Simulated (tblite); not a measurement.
Species: C2H10N2Si.
Geometry (GFN2-xTB, Å), atoms numbered from 1 in this order:
```xyz
15
C2H10N2Si angstrom
C     -2.6910    0.1392   -0.1124
N     -1.3176    0.4454   -0.4159
Si    -0.0280   -0.3969    0.3463
N      1.3729    0.3700   -0.2886
C      2.6942   -0.0806    0.0626
H     -3.3437    0.4885   -0.9152
H     -2.7950   -0.9394   -0.0228
H     -3.0298    0.5895    0.8282
H     -1.1883    1.4345   -0.5700
H     -0.2448   -1.8124    0.0055
H      0.0995   -0.2725    1.8075
H      1.3316    0.6691   -1.2518
H      3.4258    0.7080   -0.1254
H      3.0013   -0.9752   -0.4923
H      2.7085   -0.3232    1.1224
```

Method: GFN2-xTB as coded in tblite; computed harmonic values from a numerical Hessian at the method's own geometry, unscaled. This tight-binding method is rough: wavenumbers can miss measured ones by several per cent, in bad cases by 10 to 20. Modes of hydrogen on silicon can be 10 to 20 % off. One conformer, not necessarily the lowest.

Harmonic wavenumbers (cm⁻¹): 83.1, 100.1, 129.4, 167.4, 173.6, 302.5, 305.6, 538.8, 547.2, 564.2, 579.3, 758.4, 803.0, 838.9, 841.5, 1063.5, 1069.3, 1115.6, 1115.8, 1160.6, 1174.1, 1364.4, 1364.8, 1424.9, 1426.4, 1496.6, 1496.9, 1508.8, 1509.1, 2143.3, 2189.3, 2893.1, 2894.7, 2968.2, 2969.4, 3032.3, 3033.0, 3439.9, 3441.8.

A = 15282, B = 1731, C = 1620 MHz; mass 90.061 u (most abundant isotopes); point group C2, symmetry number 2.

**Question.** What is the zero-point energy?

**Answer.** Half the sum of the wavenumbers: 27014 cm⁻¹ = 77.24 kcal/mol.

**Question.** What is S at 500 K and 1 bar for an ideal gas of classical rigid rotors and harmonic oscillators?

**Answer.** Translation 42.00, rotation 26.58, vibration 36.04: S = 104.6 cal/(mol K).

**Question.** And Cp and H(500 K) − H(0)?

**Answer.** Cp = 43.38 cal/(mol K), of which vibrations give 35.43 (their classical limit is 39 R = 77.5); H(500 K) − H(0) = 13.28 kcal/mol without the zero-point energy, 9.31 from vibrations.

**Question.** What must be added to the electronic energy to get the Gibbs energy at 500 K and 1 bar?

**Answer.** ZPE + [H(500 K) − H(0)] − T·S = 77.24 + 13.28 − 52.31 = 38.21 kcal/mol.

**Question.** How do the functions run with temperature in this model?

**Answer.** 
```tsv
T (K)	S (cal/(mol K))	Cp (cal/(mol K))	H − H(0) (kcal/mol)	G − H(0) (kcal/mol)	ln q(vib)
150	68.9	20.0	2.09	-8.25	1.99
250	80.7	26.8	4.43	-15.76	3.98
298.15	85.7	30.3	5.80	-19.77	4.92
400	95.6	37.3	9.24	-29.01	6.87
600	113.0	48.6	17.89	-49.91	10.62
900	135.1	60.1	34.33	-87.23	15.91
```

q(vib) and H(0) count from the zero-point level.

Hindered rotation and anharmonicity are outside this model. Other conformers, if any are populated, would add a mixing term that is left out. The structure is chiral; the term R ln 2 for an equal mix with its mirror image is left out.

Time: 1.1 s of wall time. Hardware: an Intel Xeon at 2.50 GHz with one thread, shared host with 64 logical CPUs at a one-minute load of 63. This covers the Hessian and the dipole derivatives.
